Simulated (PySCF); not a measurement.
C₃H₅, SMILES C=C[CH2] (connectivity only; charge and spin as stated), charge +1, multiplicity 1.

The structure is a stationary point at PBE0-D3(BJ)/def2-TZVP. The spin state was assumed, not searched. The isomer is the one that the SMILES or the coordinates give; other isomers of the formula were not compared.

The numbers are results of TDA-B3LYP/def2-SVPD run with PySCF 2.14.0, not measurements.

Vertical excitations. Isolated molecule, no solvent. State labels are in the subgroup C2v.

Q: List the lowest excited states. (The exact figures need the calculation; the answer reports its results.)

A: 
```csv
state,symmetry,energy (eV),λ (nm),f,main pairs
S1,A2,5.05,245,0.000,HOMO−1→LUMO 100 %
S2,B1,5.47,227,0.001,HOMO−2→LUMO 99 %
S3,B2,6.57,189,0.596,HOMO→LUMO 93 %
S4,B1,7.14,174,0.003,HOMO−3→LUMO 99 %
S5,A2,8.27,150,0.000,HOMO−4→LUMO 97 %
S6,B1,9.68,128,0.001,HOMO−1→LUMO+1 99 %
S7,A1,10.03,124,0.165,HOMO→LUMO+1 93 %
S8,A2,10.11,123,0.000,"HOMO−2→LUMO+1 80 %, HOMO−5→LUMO 16 %"
S9,A2,10.37,120,0.000,"HOMO−5→LUMO 81 %, HOMO−2→LUMO+1 16 %"
S10,B1,10.63,117,0.065,HOMO→LUMO+2 99 %
T1,B2,2.72,456,0,HOMO→LUMO 100 %
T2,A2,4.68,265,0,HOMO−1→LUMO 98 %
T3,B1,4.83,257,0,HOMO−2→LUMO 99 %
T4,B1,6.46,192,0,HOMO−3→LUMO 97 %
```
Triplets are in the Tamm–Dancoff approximation.
